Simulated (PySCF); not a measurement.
**Ionisation energy of Al²⁺ by level of theory**

Al²⁺ [Ne] 3s1 (2S) → Al³⁺ [Ne] (1S), as a difference of total energies. Calculation: PySCF 2.14, in aug-cc-pwCVQZ (10s9p7d5f3g, 134 functions); the non-relativistic Hamiltonian (point nucleus). Correlated levels: valence and next inner shell: 1s2 frozen; nothing frozen. The calculations carry no spin-orbit coupling.

```
                                method  ionisation energy (eV)  error (eV)
                                   UHF                  28.040      -0.408
                                   LDA                  28.819      +0.371
                                   PBE                  28.821      +0.373
                                  PBE0                  28.683      +0.235
                                r2SCAN                  28.378      -0.070
                                 B97-3                  28.391      -0.057
                               LC-wPBE                  28.654      +0.206
                               r2SCAN0                  28.406      -0.042
    MP2 (valence and next inner shell)                  28.372      -0.076
SCS-MP2 (valence and next inner shell)                  28.307      -0.141
                   MP2 (all electrons)                  28.368      -0.080
               SCS-MP2 (all electrons)                  28.305      -0.143
```

Reference: 28.448 eV (measured; NIST Atomic Spectra Database, ionization energies).
